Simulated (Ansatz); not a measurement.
Cost and result for the atomization energy of CH₅GaOS (`C[O][GaH][SH]`) (9 atoms, 8 bonds).

Cartesian coordinates in Å:
```
C 0.2271 -1.5167 0.3562
O 0.4839 -0.1374 0.2916
Ga -0.6123 1.0225 -0.4975
S 0.1164 3.0829 -0.3987
H 0.1762 -1.8383 1.4023
H 1.0384 -2.0703 -0.1292
H -0.7145 -1.8069 -0.1299
H -1.9337 0.5551 -1.1702
H 1.2185 2.7093 0.2753
```

Charge 0, multiplicity 1. Correlated methods include outer-core shells of Ga, which these sets cover unevenly. Scalar relativity is left out up to krypton. Geometry: relaxed with PBE0-D4/def2-TZVP. It is one conformer, not always the lowest. Program: Ansatz. Hardware: A = 2 threads of an AMD EPYC 7R13 on a shared host; B = 2 threads of an AMD EPYC 7R13 on a shared host and a share of an NVIDIA H100 80 GB. Times are those of one run each, without the atoms' runs, and a repeat can differ threefold. Electronic energies, without spin–orbit coupling; frozen cores. CCSD(T)/CBS adds CCSD(T) − MP2 in def2-TZVPP to the MP2 limit, and its time is that of the two runs behind it. T1 = 0.014. With those shells the extrapolation isn't a true limit. B3LYP takes the VWN-RPA correlation (the form of Gaussian; ORCA's B3LYP/G).

CCSD(T)/CBS is a level of theory with its own doubt, some kJ/mol a heavy atom from the limit and from the frozen cores, so smaller differences don't rank the functionals.

| level | functions | wall time | atomization (kJ/mol) | difference from CCSD(T)/CBS | per bond |
| --- | --- | --- | --- | --- | --- |
| PBE-D4/def2-TZVPP (with forces) [A] | 222 | 3.2 s | 2993.1 | 26.6 | 3.3 |
| PBE0-D4/def2-TZVPP [A] | 222 | 4.6 s | 2940.3 | -26.2 | -3.3 |
| CCSD(T)/def2-TZVPP [B] | 222 | 4.8 s | 2896.1 | -70.4 | -8.8 |
| r2SCAN-D4/def2-TZVPP (with forces) [A] | 222 | 6.5 s | 2970.3 | 3.8 | 0.5 |
| B3LYP-D4/def2-TZVPP (with forces) [A] | 222 | 7 s | 2933.5 | -33.0 | -4.1 |
| B2PLYP/def2-TZVPP [A] | 222 | 9 s | 2914.6 | -51.9 | -6.5 |
| ωB97X-V/def2-TZVPP [A] | 222 | 11 s | 2969.5 | 3.0 | 0.4 |
| ωB97M-V/def2-TZVPP (with forces) [A] | 222 | 15 s | 2957.5 | -9.0 | -1.1 |
| CCSD(T)/def2-QZVPP [B] | 423 | 24 s | 2941.8 | -24.7 | -3.1 |
| CCSD(T)/CBS(def2) | – | 29 s | 2966.5 | 0.0 | 0.0 |

In def2-TZVPP, CCSD(T) changes the Hartree–Fock value by +790.7 kJ/mol (the triples alone add +46.7 kJ/mol) and MP2 by +833.7 kJ/mol; breaking electron pairs costs correlation energy, which Hartree–Fock lacks. The D4 term adds +28.2 kJ/mol with B3LYP and +14.7 kJ/mol with PBE0; it sums over pairs of atoms, weighted by their polarisabilities, and B3LYP, whose exchange is more repulsive, gets the larger term. From PBE to PBE0 (25 % exact exchange), in def2-TZVPP and without D4, the atomization energy moves by −50.2 kJ/mol: exact exchange takes away binding that semilocal exchange gives to molecules.
